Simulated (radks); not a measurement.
Values are calculated unless marked as measured or tabulated.
Species: the rhenium ion Re1.125+. Configuration: [Kr] 4d10 4f14 5s2 5p(1/2: 2, 3/2: 3.875) 5d5 6s1 (fractional occupations, a model configuration). Code: a radial shooting solver on a logarithmic mesh with Libxc functionals. Model: Dirac Kohn-Sham, PBEsol, spin-unpolarised, spherical densities, finite nucleus; open shells fill j = l - 1/2 first; Fermi nuclear charge, rms radius 5.3698 fm.

Spin-orbit splittings of the eigenvalues, e(l+1/2) - e(l-1/2), with zeta = 2 splitting/(2l+1) and mean radii in bohr:

shell   occ.  splitting (eV)  zeta (eV)  <r> j=l-1/2  <r> j=l+1/2
2p         6            1439      959.2      0.06247      0.07055
3p         6           312.4      208.3       0.1870       0.2019
3d        10           67.84      27.14       0.1765       0.1811
4p         6           72.98      48.65       0.4451       0.4786
4d        10           13.49      5.394       0.4935       0.5049
4f        14           2.513     0.7180       0.5761       0.5849
5p     5.875           11.02      7.345        1.137        1.239
5d         5          0.9427     0.3771        1.799        1.866
